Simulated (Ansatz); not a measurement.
System: CH$_{9}$N$_{3}$OSi (charge 0, singlet). 
Structure (B3LYP-D3(BJ)/def2-TZVP (Ansatz, a program for electronic structure) minimum search):
```
Si
O 1 1.6487
C 2 1.4136 1 123.71
H 3 1.0907 2 108.29 1 -176.01
H 3 1.0943 4 108.83 2 -121.52
H 3 1.0950 4 108.50 5 -117.71
N 1 1.7086 2 119.13 3 -55.91
H 7 1.0062 1 122.06 2 78.39
H 7 1.0063 8 112.58 1 156.07
N 1 1.7113 2 101.10 3 -172.05
H 10 1.0062 1 121.53 2 -171.90
H 10 1.0068 11 112.11 1 -151.22
N 1 1.7207 2 105.90 3 59.64
H 13 1.0075 1 120.22 2 -171.40
H 13 1.0079 14 111.08 1 147.46
```

Total electronic energies in hartree. Correlated levels leave the core frozen unless marked. No spin-orbit coupling. Non-relativistic unless marked X2C. CBS(X,Y): correlation extrapolated as X^-3; Hartree-Fock from the larger set. The bracket is a focal-point correction in the basis named.

| level | program | energy (Eh) |
|---|---|---|
| HF/6-31G* | Ansatz | -570.36265 |
| RI-HF/cc-pV(Q+d)Z | Ansatz | -570.56658 |
| r2SCAN/def2-TZVPD | Ansatz | -572.60064 |
| r2SCAN-D4/def2-TZVPD | Ansatz + dftd4 | -572.60389 |
| B97M-V/def2-TZVPD | Ansatz | -572.65490 |
| PBE0/STO-3G | Ansatz | -565.07365 |
| HSE06/def2-TZVPD | Ansatz | -572.31386 |
| LC-wPBE/def2-TZVPD | Ansatz | -572.52687 |
| B2GP-PLYP/def2-TZVPD | Ansatz | -572.34878 |
| MP2/cc-pV(T+d)Z | Ansatz | -571.71681 |
| SCS-MP2/6-31G | Ansatz | -570.78011 |
| SCS-MP2/6-31G* | Ansatz | -571.22437 |
| CCSD/cc-pV(T+d)Z | Ansatz | -571.75722 |
| X2C-CCSD(T)/cc-pVTZ-DK | Ansatz | -572.54845 |
| RI-MP2/CBS(cc-pV(T+d)Z,cc-pV(Q+d)Z)+[CCSD(T)-MP2]/cc-pV(T+d)Z | Ansatz | -571.9781 |

Totals of different functionals don't rank their quality; only differences between species are comparable.
